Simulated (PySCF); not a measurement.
O2Ta, neutral, multiplicity 2. Atoms are numbered in the order given.

```xyz
3

Ta     0.0000     0.0000     0.1912
O      0.0000     1.3750    -0.8722
O      0.0000    -1.3750    -0.8722
```
Charge 0, spin multiplicity 2.

Geometry: PBE-D3(BJ)/def2-TZVP. The multiplicity is an assumed one; other spin states were not compared. The def2 effective core potentials stand for the cores of Ta; spin–orbit coupling is left out.

Method: B3LYP/def2-TZVPD (PySCF).

Task: Estimate the frontier levels, dipole moment and polarisability. (Estimate from the structure and the level; the computed values follow.)

Result: 
The α spin, highest occupied and lowest empty level comes out as -6.55 and -3.27 eV. The β spin, highest occupied and lowest empty level is -8.01 and -4.01 eV and the dipole moment is 1.161 e·Å. The quadrupole, principal values (traceless, Buckingham form, about the centre of nuclear charge) comes out as -8.23, 2.45, 5.78 D·Å and the mean static polarisability comes out as 61.3 bohr³ (9.09 Å³). The polarisability, principal values is 57.6, 60.3, 66.1 bohr³ and the ⟨S²⟩ is 0.756 (pure state 0.75).
